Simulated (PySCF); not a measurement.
A small calculation by hand: entropy of an ideal gas

SnF₃Cl, SMILES [F][Sn]([F])([F])[Cl].

The structure is a stationary point at B3LYP-D3(BJ)/def2-SVP. The def2 effective core potentials stand for the cores of Sn; spin–orbit coupling is left out.

B3LYP-D3(BJ)/def2-SVP in PySCF 2.14.0 gives the harmonic wavenumbers 122, 122, 168, 168, 187, 397, 645, 673, 673 cm⁻¹ and the rotational temperatures 0.1338, 0.0810, 0.0810 K. The molar mass is 211.16 g/mol, the symmetry number 3, the spin multiplicity 1.

Q: Work out the entropy at 298.15 K and 1 atm in the rigid-rotor, harmonic-oscillator model.

A: 
Translation (Sackur–Tetrode at 1 atm): S = R[1.5 ln M + 2.5 ln T − 1.16487] = 175.5 J/(mol K).
Rotation: q = (√π/σ) T^1.5/√(θA θB θC) = 103000, S = R[ln q + 3/2] = 108.4 J/(mol K).
Vibration: with u = 1.4388 ν/T, each mode gives R[u/(e^u − 1) − ln(1 − e^−u)]:
| ν (cm⁻¹) | modes | u | S (J/(mol K)) |
|---|---|---|---|
| 122 | 2 | 0.59 | 25.68 |
| 168 | 2 | 0.81 | 20.57 |
| 187 | 1 | 0.90 | 9.44 |
| 397 | 1 | 1.92 | 4.07 |
| 645 | 1 | 3.11 | 1.58 |
| 673 | 2 | 3.25 | 2.84 |
These are all the modes. Sum 64.2 J/(mol K).
Spin: R ln 1 = 0.0 J/(mol K).
Total 348.1 J/(mol K); the program's own thermochemistry gives 348.1. Translation makes up 50 % and vibration 18 %. Anharmonicity, hindered rotation and orbital degeneracy are left out.
